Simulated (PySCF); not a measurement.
Radial density of Os (osmium, neutral)

M06-2X, [Xe] 4f14 5d7 6s1, 6s spin antiparallel (an excited configuration). All numbers are calculated (PySCF 2.14, a scalar-relativistic core potential, in aug-cc-pVTZ-PP with one added diffuse shell each of s, p, d, f, g type with ECP60MDF (7s7p6d4f3g, 113 functions)). This is the valence pseudo-density: the core potential removes the inner electrons and smooths the orbitals near the nucleus.

```json
{"r (bohr)": "0.134", "4πr²ρ (e/bohr)": "1.770e-05", "4πr²(ρα − ρβ)": "0.0000"}
{"r (bohr)": "0.225", "4πr²ρ (e/bohr)": "0.0007211", "4πr²(ρα − ρβ)": "0.0001"}
{"r (bohr)": "0.379", "4πr²ρ (e/bohr)": "0.07467", "4πr²(ρα − ρβ)": "0.0028"}
{"r (bohr)": "0.638", "4πr²ρ (e/bohr)": "3.923", "4πr²(ρα − ρβ)": "0.1340"}
{"r (bohr)": "1.07", "4πr²ρ (e/bohr)": "12.99", "4πr²(ρα − ρβ)": "1.6206"}
{"r (bohr)": "1.80", "4πr²ρ (e/bohr)": "5.415", "4πr²(ρα − ρβ)": "1.4276"}
{"r (bohr)": "3.04", "4πr²ρ (e/bohr)": "1.240", "4πr²(ρα − ρβ)": "-0.0532"}
{"r (bohr)": "5.11", "4πr²ρ (e/bohr)": "0.1468", "4πr²(ρα − ρβ)": "-0.0731"}
{"r (bohr)": "8.59", "4πr²ρ (e/bohr)": "0.002287", "4πr²(ρα − ρβ)": "-0.0018"}
```

Energies and moments cover only the electrons outside the core potential. Spin-orbit coupling, absent here, splits the open shell strongly. With the s spin flipped the determinant is a mixture of two multiplicities, not a spectroscopic state.
